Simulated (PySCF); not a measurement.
FH7Si3. Atoms are numbered in the order given.

```xyz
11

Si    -2.0420    -0.0676     0.1325
Si    -0.0851     1.2271     0.3018
Si     1.6763    -0.2795    -0.1148
F      0.9628    -1.6654    -0.6278
H     -1.9654    -1.2000     1.0994
H     -3.2543     0.7486     0.4369
H     -2.1543    -0.6077    -1.2521
H     -0.0903     2.3315    -0.7042
H      0.0505     1.8231     1.6651
H      2.4529    -0.5993     1.1162
H      2.6081     0.1731    -1.1855
```

Geometry optimised at B3LYP-D3(BJ)/def2-SVP. The values are those of a single conformer.

Level of theory: B3LYP/def2-TZVP run with PySCF.

Isolated molecule, no solvent.

Computed frontier levels, gap, dipole moment and polarisability:
- highest occupied level: -7.81 eV
- lowest empty level: -1.10 eV
- orbital gap: 6.71 eV
- dipole moment: 1.38 D
- quadrupole, principal values (traceless, Buckingham form, about the centre of nuclear charge): -4.14, 1.47, 2.67 D·Å
- mean static polarisability: 87.0 bohr³ (12.89 Å³)
- polarisability, principal values: 74.0, 81.0, 106.0 bohr³
